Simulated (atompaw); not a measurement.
**Pseudopotential generation for iridium (Ir): PAW (atompaw), PBE, scalar-relativistic.**

- Element: Ir
- Generator: atompaw 4.2.0.5
- Type: PAW
- Functional: PBE
- Relativity: scalar-relativistic
- Frozen core: [Kr] 4d10 4f14
- Valence charge: 17
- Reference configuration: 5s2 5p6 5d6 6s0 6p0 (charge +3)
- Partial waves: 5s (bound): rc 1.46 bohr; 6s (bound, empty): rc 1.78 bohr; 5p (bound): rc 1.88 bohr; 6p (bound, empty): rc 1.88 bohr; 5d (bound): rc 1.84 bohr; 5d channel at -2.35 Ry: rc 1.88 bohr
- Local potential: bessel scheme, radius 1.62 bohr
- Core correction: smooth core density matched at 1.68 bohr
- Augmentation charge: sinc compensation charge, radius 1.42 bohr; PAW radius 1.88 bohr; waves and projectors: custom rrkj vanderbiltortho

* Cutoffs needed: 35 Ry and 60 Ry (the cutoffs (Ry, on a coarse ladder) from which the occupation-weighted sum of valence levels, in a spherical-Bessel basis at the reference potential, stays within 10 and 1 mRy of its value at 400 Ry)
* Ghost test: no extra level below or beside the all-electron valence levels (s, p, d, f tested) (spherical-Bessel basis up to 400 Ry, 20 bohr box)
* Lowest eigenvalue of the overlap operator: 0.10 (p channel)
* Overlap eigenvalues printed by atompaw (projector basis): 0.06, 0.125, 0.326, 8.36, 12.7, 8.05e+03
* Share of each valence orbital outside the PAW sphere: 5s 1 %, 6s 76 %, 5p 4 %, 6p 90 %, 5d 25 %
